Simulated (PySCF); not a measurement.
# A small calculation by hand: chemical shift, span and skew from a shielding tensor

Mg(F)(OSiH3) (FH3MgOSi), SMILES [F][Mg][O][SiH3]. Atoms are numbered in the order given.

```xyz
7

Mg     0.0000     0.0000     1.2681
F      0.0000     0.0000     3.0256
O      0.0000     0.0000    -0.5188
Si     0.0000     0.0000    -2.1572
H     -1.2105     0.6989    -2.6987
H      0.0000    -1.3978    -2.6987
H      1.2105     0.6989    -2.6987
```
Charge 0, spin multiplicity 1.

Geometry: PBE0-D3(BJ)/def2-SVP. The values are those of a single conformer.

GIAO shieldings from PBE0/pcSseg-2 in PySCF, non-relativistic, no solvent. The symmetric part of the tensor of F2 has the principal values 404.5, 404.5, 486.3 ppm. The same nucleus in CFCl3 has σ = 165.8 ppm at this level (PySCF, at its B3LYP-D3(BJ)/def2-TZVP geometry).

Task: Work out the isotropic shielding, the ¹⁹F shift against CFCl3, the span and the skew.

Result: 
σ(iso) = (σ11 + σ22 + σ33)/3 = 431.8 ppm. δ = σ(ref) − σ(iso) = 165.8 − (431.8) = -266.0 ppm.
Span Ω = σ33 − σ11 = 81.8 ppm. Skew κ = 3(σ(iso) − σ22)/Ω = 1.00, an axial tensor. Tumbling in solution averages the tensor to δ; in a static solid the shielding alone would spread this spin-1/2 line over Ω.
